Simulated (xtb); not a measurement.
TiF2I2, SMILES [I][Ti]([F])([I])[F], multiplicity 1. All values are semi-empirical tight-binding results from xtb (GFN2-xTB unless named), good for trends rather than for accurate numbers. Geometry optimised at GFN2-xTB. The multiplicity is an assumed one; no other spin state was optimised. The structure was generated by enumeration; whether it is a known compound was not checked.

Optimised geometry:

```xyz
5

Ti     0.0000     0.0000     1.0389
F      0.0000    -1.4781     1.8523
F      0.0000     1.4781     1.8523
I      2.0961     0.0000    -0.5302
I     -2.0961     0.0000    -0.5302
```
Charge 0, spin multiplicity 1.

For metal compounds this method's bond lengths and energies can be far off.

```yaml
point_group_as_xtb_finds_it: C2v
orbital_gap: 2.25 eV
zero_point_energy: 3.6 kcal/mol
G − E(el) at 298.15 K (modified RRHO): -18.8 kcal/mol
```

Task: Give the atomic charges and the Wiberg bond orders between heavy atoms. (The exact figures need the calculation; the answer reports its results.)

Result: charges (e) Ti1 1.08, F2 -0.39, F3 -0.39, I4 -0.15, I5 -0.15. Bond orders Ti1–F2 1.00, Ti1–F3 1.00, Ti1–I4 1.20, Ti1–I5 1.20.
